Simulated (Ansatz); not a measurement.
The same path of GaH3O + H2 (7 atoms, charge 0, multiplicity 1) was run twice with different band settings. Lost on the way: H6–H7. Made: Ga1–H6, O2–H7.

Computed with RKS r2SCAN-D4/def2-SVP in Ansatz 0.2.0.

Relaxed end points:

```xyz
7
Properties=species:S:1:pos:R:3
Ga -0.046 -0.187 0.166
O -0.030 -0.667 1.892
H -0.907 -0.736 2.290
H 1.373 -0.140 -0.462
H -1.428 0.053 -0.520
H 0.086 2.436 0.565
H 0.192 2.104 1.242
```

```xyz
7
Properties=species:S:1:pos:R:3
Ga -0.003 0.495 -0.210
O 0.006 0.061 1.924
H -0.890 -0.199 2.185
H 1.352 -0.169 -0.625
H -1.357 -0.263 -0.481
H -0.062 2.060 -0.031
H 0.192 0.877 2.412
```

Common settings: movable images 7; climbing image yes; spring 5.0 eV/Å²; start path through a guess of the saddle point; force threshold 0.05 eV/Å; iteration limit 60; end points relaxed.

| run | optimiser | largest step |
| --- | --- | --- |
| 1 | quadratic models (default) | default |
| 2 | fire | 0.5 Å |

(1) What does each run give, and how far can it be trusted?

## Answers

(1) Run 1: converged after 7 iterations, highest image 0.758 eV above the first end. A vibrational analysis at the climbing image gives one clearly imaginary mode, 1099i cm⁻¹: a first-order saddle point.
Run 2: converged after 40 iterations, highest image 0.758 eV above the first end. Another band between the same ends (7 images) ends at a top of the same energy, where a vibrational analysis finds 1 clearly imaginary mode.
The orbitals stay closed-shell, which can raise the energy where a bond breaks towards radicals; this wasn't checked here.
